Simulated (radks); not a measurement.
The thallium ion Tl67+, 14 electrons, occupied as [Ne] 3s2 3p2. All-electron calculation, scalar-relativistic Kohn-Sham, r2SCAN, spin-polarised, spherical densities, finite nucleus; open shells are filled with parallel spins first (spin-orbit coupling, left out, can overturn this in heavy ions); meta-GGA in the generalised Kohn-Sham scheme; Fermi nuclear charge, rms radius 5.4759 fm. Program: a radial shooting solver on a logarithmic mesh with Libxc functionals.

Unscreened Slater integrals over Kohn-Sham orbitals (eV). They are taken over the spin-up orbitals. Empty in this configuration: 3d.

integral    value
F0(3p,3p)  150.43
F2(3p,3p)  75.001
F0(3p,3s)  149.32
G1(3p,3s)  96.733
F0(3p,2p)  198.89
F2(3p,2p)  51.939
G0(3p,2p)  20.925
G2(3p,2p)  23.219
F0(3p,2s)  194.03
G1(3p,2s)  16.543
F0(3p,3d)  157.76
F2(3p,3d)  75.497
G1(3p,3d)  78.403
G3(3p,3d)  53.234
F0(3s,3s)  148.62
F0(3s,2p)  194.01
G1(3s,2p)  20.663
F0(3s,2s)  190.90
G0(3s,2s)  16.771
F0(3s,3d)  156.78
G2(3s,3d)  61.593
F0(2p,2p)  403.65
F2(2p,2p)  190.63
F0(2p,2s)  378.33
G1(2p,2s)  217.81
F0(2p,3d)  214.68
F2(2p,3d)  67.283
G1(2p,3d)  64.508
G3(2p,3d)  37.226
F0(2s,2s)  362.67
F0(2s,3d)  212.70
G2(2s,3d)  56.531
F0(3d,3d)  170.83
F2(3d,3d)  88.966
F4(3d,3d)  57.724

Derived for the open shells (J is the average intra-shell exchange parameter used in DFT+U). 3p: J = F2/5 = 15.00 eV.
